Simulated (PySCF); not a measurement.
Level of theory: delta-SCF UKS SCAN, pcX-2 on the ionised atom, pcseg-1 elsewhere, spin-free X2C (PySCF). Geometries: PBE0-D3(BJ)/def2-SVP; isolated species, one conformer each. Values against the vacuum level. Spin–orbit and ligand-field terms were added within each 2p shell after the spin-free SCF.

Question: Order these sites by rising C 1s binding energy.
A. C1 in `[CH3:1][CH2:2][SiH2:3][NH:4][SiH3:5]`
B. C5 in `[CH3:1][CH2:2][P+:3]1([N:4]([CH3:5])[CH3:6])[CH:7]=[CH:8]1`
C. Carbon in `CN(C)[SiH2][SiH3]`
D. C5 in `[CH3:1][NH:2][SiH2:3][SiH2:4][CH3:5]`

Answer: D (290.10 eV), A (290.68 eV), C (291.50 eV), B (295.90 eV).

The highest is bonded to N and 3 H in a species of charge +1, the lowest to 3 H and Si; the range is 5.80 eV.

Question: Rank by computed Si 1s binding energy, lowest first.
A. Si5 in `[CH3:1][CH2:2][SiH2:3][NH:4][SiH3:5]`
B. Si4 in `[CH3:1][N:2]([CH3:3])[SiH2:4][SiH3:5]`
C. Si3 in `[CH3:1][CH2:2][Si@@H:3]([NH2:4])[SiH3:5]`
D. Silicon in `F[SiH](F)F`
E. Si4 in `[CH3:1][NH:2][SiH2:3][SiH2:4][CH3:5]`

Answer: E (1845.79 eV), C (1846.06 eV), B (1846.33 eV), A (1846.83 eV), D (1851.09 eV).

The highest is bonded to 3 F and H, the lowest to C, 2 H and Si; the range is 5.30 eV.

Question: Order these sites by rising Si 2p3/2 binding energy.
A. Si5 in `[CH3:1][CH2:2][SiH2:3][NH:4][SiH3:5]`
B. Silicon in `F[SiH](F)F`
C. Si5 in `[CH3:1][N:2]([CH3:3])[SiH2:4][SiH3:5]`

Answer: C (106.17 eV), A (106.96 eV), B (110.76 eV).

From the lowest up, the atoms are bonded to: 3 H and Si (106.17); N and 3 H (106.96); 3 F and H (110.76).
